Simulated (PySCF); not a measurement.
SMILES [N]1[SiH2]N[SiH2]N[SiH2]1 (H₈N₃Si₃), doublet at its PBE0/def2-SVP optimised geometry (Å):

```
14

N     -1.8012    -2.1264     0.0001
Si    -1.3455    -1.5208     1.5620
N     -0.3141    -0.1257     1.4137
Si     0.3008     0.6824     0.0000
N     -0.3117    -0.1275    -1.4136
Si    -1.3507    -1.5170    -1.5619
H     -0.6641    -2.6395     2.2878
H     -2.6076    -1.1957     2.2993
H     -0.0096     0.2955     2.2894
H     -0.1065     2.1264     0.0000
H      1.8012     0.6824     0.0000
H     -0.0007     0.2889    -2.2894
H     -2.6162    -1.1850    -2.2903
H     -0.6769    -2.6342    -2.2969
```

Computed with PySCF with unrestricted PBE0/def2-TZVP. Cells within 0.4 Å of a nucleus heavier than hydrogen are left out (blank, or x).

Map of the deformation density (molecule minus spherical neutral atoms) (e/bohr³) on the plane z = 0.0 Å:

```
|222222222222222222222222222|
|222222222222222222222222222|
|222222222222222222222222222|
|222222222222222222222222222|
|222222222222222222222222222|
|222222222222222222222222222|
|222222222222232222222222222|
|222222222222584222222222222|
|222222222222575222222222222|
|222222222222343222222222222|
|22222222221112x235422222222|
|2222222221110xxx47832222222|
|22222222211111x135422222222|
|222222222111110122222222222|
|222222221111111112222222222|
|222222221111111112222222222|
|222222122221111222222222222|
|222221113322112222222222222|
|222221104432122222222222222|
|2222222xx122222222222222222|
|22222239x011222222222222222|
|222222343112222222222222222|
|222222222222222222222222222|
|222222222222222222222222222|
|222222222222222222222222222|
|222222222222222222222222222|
|222222222222222222222222222|
```
Scale: ten equal steps from -0.034 (start of '0') to 0.110 (end of '9'), in the order '0123456789'; x runs from -4.50 to 4.50, y from -4.50 (bottom) to 4.50 (top).
